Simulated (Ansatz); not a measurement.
Potential energy curve for SiBe, lowest triplet found (which spin is the ground state isn't settled by this scan).

- ROHF/aug-cc-pVDZ (Ansatz, a first-principles code)
- UKS-CAM-B3LYP = unrestricted CAM-B3LYP/aug-cc-pVDZ in Ansatz
- UKS-BLYP = unrestricted BLYP/aug-cc-pVDZ (Ansatz)
- UKS-PBE = unrestricted PBE/aug-cc-pVDZ in Ansatz
- FCI = full CI/aug-cc-pVDZ, frozen core (Ansatz)

All curves are set to zero at 2.17 Å and compared with full CI in the same basis at 2.17, 2.24, 2.35, 2.46, 2.60, 2.82, 3.03, 3.31, 3.68, 4.11, 4.55, 5.14, 5.99, 7.06 Å.

Order the methods by the spread of their error (largest minus smallest) over these points.

UKS-CAM-B3LYP has the smallest spread and ROHF the largest. In order (eV): UKS-CAM-B3LYP 0.0820, UKS-BLYP 0.3631, UKS-PBE 0.6457, ROHF 0.6528.

Errors against full CI at some of the points (eV):

```csv
method,2.82 Å,3.31 Å,4.55 Å,5.14 Å,7.06 Å
UKS-CAM-B3LYP,0.058,0.054,0.082,0.081,0.074
UKS-BLYP,0.108,0.214,0.357,0.363,0.356
UKS-PBE,0.196,0.389,0.621,0.640,0.646
ROHF,-0.293,-0.512,-0.632,-0.644,-0.653
```

The unrestricted determinant behind UKS-CAM-B3LYP is spin-contaminated at 2.02 to 2.60 Å (<S²> up to 2.2, against 2.00 for a pure triplet). Also computed but left out beside FCI, since their determinant holds another spin at the minimum (<S²> over 0.7 above the pure value): UHF, UMP2, UCCSD, UCCSD(T), UCCSDT, UCCSDT(Q), UHF/3-21G, UMP2/3-21G.
